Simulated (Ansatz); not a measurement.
CH$_{5}$ClFNOSi, SMILES `CO[Si](N)(F)Cl`, charge 0, multiplicity 1.

Task: Give a relaxed structure at PBE0-D4/def2-TZVP (Ansatz). (Estimate.)

Result: Computed: 
Z-matrix (Å, degrees):
```
C
O 1 1.414
H 1 1.094 2 110.8
H 1 1.093 2 111.4 3 121.5
H 1 1.090 2 107.9 3 -118.9
Si 2 1.614 1 125.3 3 -69.4
F 6 1.593 2 107.3 1 -44.4
N 6 1.675 2 108.2 1 -168.9
Cl 6 2.041 2 113.2 1 70.1
H 8 1.005 6 122.5 2 38.1
H 8 1.004 6 122.8 2 -153.3
```
This is one stationary point; other conformers may exist.
